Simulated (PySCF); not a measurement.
WO2Cl2, SMILES [O]=[W](=[O])([Cl])[Cl], multiplicity 1.

Geometry optimised at PBE-D3(BJ)/def2-SVP. The spin state was assumed, not searched. The isomer is the one that the SMILES or the coordinates give; other isomers of the formula were not compared. The def2 effective core potentials stand for the cores of W; spin–orbit coupling is left out.

The numbers are results of PBE-D3(BJ)/def2-SVP in PySCF, not measurements.

Frequencies are harmonic and unscaled.

Computed normal modes with their intensities:
| mode | ν (cm⁻¹) | IR (km/mol) | moving atoms (share of kinetic energy) |
|---|---|---|---|
| 1 | 107 | 0.5 | Cl 84 %, W 14 % |
| 2 | 151 | 3.8 | O 43 %, Cl 35 %, W 22 % |
| 3 | 207 | 0.0 | O 81 %, Cl 19 % |
| 4 | 219 | 4.1 | O 74 %, Cl 19 % |
| 5 | 336 | 0.0 | O 79 %, Cl 19 % |
| 6 | 408 | 21.3 | Cl 71 %, W 15 %, O 14 % |
| 7 | 418 | 67.0 | Cl 70 %, W 27 % |
| 8 | 973 | 119.1 | O 89 %, W 11 % |
| 9 | 1002 | 69.5 | O 94 % |
